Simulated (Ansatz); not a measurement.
The lowest singlet and triplet of CH4Si (SMILES C[SiH]); geometries from B3LYP-D3(BJ)/def2-TZVP, each state relaxed from the structure named, with no frequency check.
Singlet (charge 0, multiplicity 1):
| atom | x (Å) | y (Å) | z (Å) |
|---|---|---|---|
| C | -1.0683 | -0.4143 | 0.0279 |
| Si | 0.6602 | 0.3758 | -0.0297 |
| H | -1.1650 | -1.1552 | -0.7750 |
| H | -1.8806 | 0.3073 | -0.0585 |
| H | -1.1895 | -0.9746 | 0.9630 |
| H | 1.4013 | -0.9525 | 0.1188 |
Triplet (charge 0, multiplicity 3):
```
atom    x (Å)    y (Å)    z (Å)
----  -------  -------  -------
C     -1.1157  -0.3440   0.0206
Si     0.6669   0.2966  -0.0218
H     -1.2915  -1.0372  -0.8045
H     -1.8146   0.4872  -0.0761
H     -1.3160  -0.8520   0.9661
H      1.7792  -0.6869   0.0965
```

A positive gap puts the triplet lower; no zero-point energy. R- takes a restricted singlet. The triplet is unrestricted in single-reference levels. Active spaces average the two states.

Cores are frozen in the correlated methods.

Programs: Ansatz (Gaussian basis) for Hartree–Fock, density functionals and correlated methods. Values without a source in brackets are computed.

**Question.** Estimate the gap E(singlet) − E(triplet), adiabatic that SA-CASSCF(2,2)/cc-pV(T+d)Z returns for this input.

**Answer.** -78 kJ/mol

**Question.** Give the gap E(singlet) − E(triplet), adiabatic at the level R-SCS-MP2/cc-pV(Q+d)Z.

**Answer.** -104 kJ/mol

**Question.** What is the computed gap E(singlet) − E(triplet), adiabatic (FIC-MRCISD+Q on SA-CASSCF(2,2)/cc-pV(T+d)Z)?

**Answer.** -95 kJ/mol

Doubts at one or more of the structures used: a restricted determinant that unrestricted orbitals would lower (R-SCS-MP2/cc-pV(Q+d)Z).

Ansatz is a first-principles code.
